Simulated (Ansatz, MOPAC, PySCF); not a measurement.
Spectroscopic constants of SiCl+, closed-shell singlet (lowest of 2S+1 = 1, 3, 5 at CCSD(T)/def2-TZVPP on PBE0 minima; our sources give no spin for the ground state, which may be another).

Seven points along R, fitted to fifth degree in 1/R; most abundant isotopes. Runs in def2 and cc sets follow the lowest solution found near the PBE0 minimum. The singlet is held restricted. HF and MP2 rows in def2 and cc sets belong to the determinant that coupled cluster picked by its CCSD energy.

Frozen-core correlation. CBS(a, b) extrapolates the correlation energy as X⁻³ and adds the Hartree–Fock energy of set b. Rows in 6-31G*, STO-3G carry no dispersion term and start afresh at each structure (6-31G* with six Cartesian d functions). The state that AM1 reach isn't checked.

Codes used: Ansatz (Gaussian basis) for Hartree–Fock, density functionals and correlated methods; MOPAC for AM1 (differences of heats of formation); PySCF for 6-31G* rows, STO-3G rows. Each number belongs to the level named beside it.

```csv
level,r_e (Å),ω_e (cm⁻¹),ω_e x_e (cm⁻¹)
AM1,1.943,572,3.8
HF/STO-3G,2.012,719,1.7
HF/6-31G*,1.953,694,2.2
HF/aug-cc-pV(5+d)Z,1.942,___,2.2
wB97X-V/def2-TZVPP,1.948,690,2.1
B2PLYP/def2-TZVPP,1.960,666,2.3
CCSD(T)/def2-TZVPP,1.958,677,2.3
"CCSD(T)/CBS(aug-cc-pV(Q+d)Z, aug-cc-pV(5+d)Z)",___,___,2.2
```

Task: Complete the blanks.

Result: 
- CCSD(T)/CBS(aug-cc-pV(Q+d)Z, aug-cc-pV(5+d)Z), r_e (Å): 1.950
- CCSD(T)/CBS(aug-cc-pV(Q+d)Z, aug-cc-pV(5+d)Z), ω_e (cm⁻¹): 680
- HF/aug-cc-pV(5+d)Z, ω_e (cm⁻¹): 696

Ansatz is a first-principles code.
